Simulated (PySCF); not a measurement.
MoO3, triplet, geometry from GFN2-xTB (such geometries of metal compounds can be far from the true shape) (the multiplicity is a formal guess) (all electrons, no relativity). Base run: PySCF with PBE0/3-21G.

The PySCF input:
```python
from pyscf import gto, scf, dft

mol = gto.M(
    atom='''
Mo   -0.00000000   -0.00000000   -0.00000000
O    -1.13275813   -1.19874541   -0.10089366
O    -0.10242080    1.31893326   -0.99006873
O     1.23517894   -0.12018786    1.09096239
''',
    basis='3-21g',
    spin=2,
    verbose=4,
)

mf = dft.UKS(mol)
mf.xc = 'pbe0'
mf.kernel()
```

Variants of this job, named by their change:

```
change                                                                                   basis functions       E (Eh)  HOMO (eV)  dipole (D)        outcome
---------------------------------------------------------------------------------------  ---------------  -----------  ---------  ----------  -------------
base                                                                                                  63  -4182.59637      -6.87        0.20      converged
basis = jorge-DZP-DKH; relativity = spin-free X2C                                                     93  -4272.98640      -7.53        0.33      converged
basis = x2c-TZVPall; relativity = none                                                               156  -4159.54384      -7.02        0.06      converged
basis = jorge-DZP-DKH; relativity = none                                                              93  -4178.54983      -7.14        0.33      converged
basis = x2c-TZVPall; relativity = spin-free X2C                                                      156  -4273.82957      -7.38        0.09      converged
basis = x2c-SVPall; relativity = none                                                                 95  -4156.71019      -6.85        0.05      converged
basis = x2c-SVPall; relativity = spin-free X2C; nucleus = Gaussian (with nucmod='G')                  95            -          -           -  not converged
basis = x2c-TZVPall; relativity = spin-free X2C; nucleus = Gaussian (with nucmod='G')                156  -4273.77946      -7.38        0.09      converged
basis = jorge-DZP-DKH; relativity = spin-free X2C; nucleus = Gaussian (with nucmod='G')               93  -4272.93516      -7.53        0.33      converged
basis = x2c-SVPall; relativity = spin-free X2C                                                        95            -          -           -  not converged
```

Absolute energies of different levels of theory aren't comparable as measures of quality.

Open shells are given as the SCF converged; they aren't shown to be the lowest states, and a large step between rows can be another state.

Basis sets contracted for a relativistic Hamiltonian are a mismatch without it, so the rows without relativity aren't non-relativistic limits. No row has spin-orbit coupling; sets with core potentials leave out the core electrons.
